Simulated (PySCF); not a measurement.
The dipole of `CC#C[SiH2]S[SiH2]Cl` from its density and from atomic charges.

Coordinates (GFN2-xTB, Å) and charges (e) from the PBE0/pcSseg-1 density (PySCF):

| atom | x | y | z | Mulliken | IAO | Hirshfeld | ESP-fitted |
| --- | --- | --- | --- | --- | --- | --- | --- |
| C1 | 2.916 | -0.575 | -0.906 | -0.1619 | -0.4416 | -0.0894 | -0.5418 |
| C2 | 1.819 | -0.249 | -0.026 | -0.1180 | +0.0273 | -0.0096 | +0.2277 |
| C3 | 0.909 | 0.017 | 0.721 | -0.4182 | -0.4019 | -0.1903 | -0.4078 |
| Si4 | -0.477 | 0.491 | 1.830 | +0.6013 | +0.7220 | +0.3405 | +0.4167 |
| S5 | -1.960 | 1.586 | 0.676 | -0.5240 | -0.4380 | -0.1852 | -0.3321 |
| Si6 | -2.679 | 0.141 | -0.717 | +0.6425 | +0.7453 | +0.3113 | +0.2917 |
| Cl7 | -4.044 | 1.037 | -1.876 | -0.2929 | -0.2873 | -0.1056 | -0.1213 |
| H8 | 3.439 | -1.458 | -0.538 | +0.1572 | +0.1787 | +0.0668 | +0.1894 |
| H9 | 2.545 | -0.774 | -1.911 | +0.1582 | +0.1795 | +0.0674 | +0.1930 |
| H10 | 3.615 | 0.260 | -0.947 | +0.1586 | +0.1800 | +0.0675 | +0.1908 |
| H11 | -0.079 | 1.471 | 2.828 | -0.0478 | -0.0933 | -0.0575 | -0.0104 |
| H12 | -1.128 | -0.703 | 2.363 | -0.0467 | -0.1154 | -0.0673 | -0.0464 |
| H13 | -3.305 | -0.950 | 0.015 | -0.0577 | -0.1297 | -0.0739 | -0.0305 |
| H14 | -1.571 | -0.327 | -1.535 | -0.0507 | -0.1256 | -0.0746 | -0.0191 |

Compute μ = Σ q r for each scheme (1 e·Å = 4.803 D) and compare with the dipole of the full density.

The full density gives (3.08, -2.28, -0.10) D, 3.83 D in size; dipole vectors point from the negative to the positive end.

| scheme | μx | μy | μz | size (D) | share of the full size (%) | angle to the full dipole (°) |
| --- | --- | --- | --- | --- | --- | --- |
| Mulliken | 4.71 | -4.37 | -0.11 | 6.42 | 167 | 6 |
| IAO | 2.70 | -2.58 | 0.89 | 3.83 | 100 | 16 |
| Hirshfeld | 2.06 | -1.04 | -0.10 | 2.31 | 60 | 10 |
| ESP-fitted | 3.08 | -2.32 | -0.07 | 3.85 | 100 | 1 |

Which set comes closest?

Length of the difference vector: ESP-fitted 0.05 D, IAO 1.10 D, Hirshfeld 1.61 D, Mulliken 2.65 D. Closest: ESP-fitted. 

What is left for the Hirshfeld atoms' own dipoles?

The shares of the density sum to the whole, so what Σ q r misses lies in dipoles about the nuclei. The atomic dipoles sum to (3.08, -2.28, -0.10) − (2.06, -1.04, -0.10) = (1.02, -1.24, 0.00) D, 1.61 D in size.

With the origin at the mean of the coordinates, (0.000, -0.002, -0.002) Å, which are the largest single terms, by size, of the IAO dipole along the direction of the full one?

Si6 -7.95, C1 -5.74, S5 +5.34, Cl7 +5.27, H8 +3.13 D; all 14 atoms together +3.68 D. The single terms depend on the origin, their sum doesn't.

Give the size of the full dipole in other units.

3.83 D = 1.509 au = 0.798 e·Å = 12.79 × 10⁻³⁰ C·m.

The structure is a single GFN2-xTB conformer in the gas phase; no vibrational or solvent corrections.

Conformer computed: `[CH3:1][C:2]#[C:3][SiH2:4][S:5][SiH2:6][Cl:7]`: C3–Si4–S5–Si6 65°, Si4–S5–Si6–Cl7 -179°.
